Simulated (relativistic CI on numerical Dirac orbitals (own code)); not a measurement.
**d5 in a ligand field**

Computed with a parametric ligand-field model of a d^n configuration (Racah B and C, spin-orbit zeta, crystal field), exact diagonalisation.

Field parameters in Wybourne normalisation: Oh B⁴₀ = 21Dq, B⁴₄ = √(5/14) B⁴₀; Td as Oh with Dq negative (B⁴₀ = 21Dq, B⁴₄ = √(5/14) B⁴₀). The field is a parameter set, without covalency.

**Question.** Lowest levels for B = 670, C = 2650, ζ = 120 cm⁻¹, Td, 10Dq = -5550 cm⁻¹?

**Answer.** Γ7+Γ8 0 (S 2.50), Γ6 16106 (S 1.50), Γ8 16117 (S 1.50), Γ7 16135 (S 1.50), Γ8 16138 (S 1.50), Γ6 18779 (S 1.50), Γ8 18780 (S 1.50), Γ8 18811 (S 1.50), Γ7 18833 (S 1.50) cm⁻¹, with S from ⟨S²⟩ = S(S + 1). The ground level has 2.00 electrons in the cubic e pair.

**Question.** Lowest levels for B = 850, C = 4360, ζ = 660 cm⁻¹, Oh, 10Dq = 14800 cm⁻¹?

**Answer.** Γ7 0 (S 2.50), Γ8 0 (S 2.50), Γ7 18523 (S 1.44), Γ8 18730 (S 1.49), Γ8 18943 (S 1.50), Γ6 19086 (S 1.50), Γ7 22337 (S 0.68), Γ8 23044 (S 0.82), Γ6 24060 (S 1.50) cm⁻¹, with S from ⟨S²⟩ = S(S + 1). The ground level has 2.00 electrons in the cubic e pair.

**Question.** Lowest levels for B = 380, C = 1720, ζ = 210 cm⁻¹, Td, 10Dq = -11550 cm⁻¹?

**Answer.** Γ8 0 (S 0.51), Γ7 347 (S 0.52), Γ8 1476 (S 2.49), Γ7 1477 (S 2.49), Γ6 3759 (S 1.50), Γ8 3794 (S 1.50), Γ8 3901 (S 1.52), Γ7 3926 (S 1.51), Γ7 6502 (S 1.50) cm⁻¹, with S from ⟨S²⟩ = S(S + 1). The ground level has 3.93 electrons in the cubic e pair.

**Question.** Lowest levels for B = 540, C = 2170, ζ = 400 cm⁻¹, Oh, 10Dq = 22000 cm⁻¹?

**Answer.** Γ7 0 (S 0.51), Γ8 707 (S 0.50), Γ8 11953 (S 1.52), Γ7 11991 (S 1.52), Γ8 12162 (S 1.50), Γ6 12246 (S 1.50), Γ8 16040 (S 2.40), Γ7 16049 (S 2.48), Γ6 16101 (S 1.50) cm⁻¹, with S from ⟨S²⟩ = S(S + 1). The ground level has 0.04 electrons in the cubic e pair.

**Question.** Lowest levels for B = 870, C = 3670, ζ = 180 cm⁻¹, Td, 10Dq = -10050 cm⁻¹?

**Answer.** Γ7+Γ8 0 (S 2.50), Γ6 19574 (S 1.50), Γ8 19593 (S 1.50), Γ7 19622 (S 1.50), Γ8 19629 (S 1.50), Γ6 24026 (S 1.50), Γ8 24028 (S 1.50), Γ8 24054 (S 1.49), Γ7 24086 (S 1.50) cm⁻¹, with S from ⟨S²⟩ = S(S + 1). The ground level has 2.00 electrons in the cubic e pair.
